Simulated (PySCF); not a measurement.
C3H9N. Atoms are numbered in the order given.

```xyz
13

C     -1.8851    -0.0866     0.2589
C     -0.4835    -0.5201    -0.1507
N      0.4896     0.5278     0.0994
C      1.8475     0.1721    -0.2570
H     -2.1715     0.8377    -0.2662
H     -2.6265    -0.8677     0.0298
H     -1.9373     0.1123     1.3433
H     -0.2256    -1.4792     0.3589
H     -0.4679    -0.7466    -1.2326
H      0.4476     0.8048     1.0799
H      2.5353     0.9920     0.0034
H      1.9203     0.0170    -1.3472
H      2.2250    -0.7578     0.2275
```
Charge 0, spin multiplicity 1.

Geometry: B3LYP-D3(BJ)/def2-SVP. The values are those of a single conformer.

All values below come from PBE0/pcSseg-1 (PySCF).

GIAO shieldings, no solvent; atoms listed in one row are averaged. δ = σ(ref) − σ: ¹³C against TMS (σ = 186.3 ppm); ¹⁵N against NH3 (σ = 267.4 ppm); ¹H against TMS (σ = 31.56 ppm), references at their B3LYP-D3(BJ)/def2-TZVP geometries, non-relativistic.

**Question.** Estimate the chemical shifts. (An estimate is asked for; the answer gives what the named calculation found.)

**Answer.** 
```csv
nucleus,atoms,count,δ (ppm)
¹³C,C2,1,51.6
¹³C,C4,1,41.1
¹³C,C1,1,20.1
¹⁵N,N3,1,52.4
¹H,H8,1,2.77
¹H,"H11, H12, H13",3,2.76
¹H,H9,1,2.58
¹H,"H5, H6, H7",3,1.44
¹H,H10,1,-0.40
```
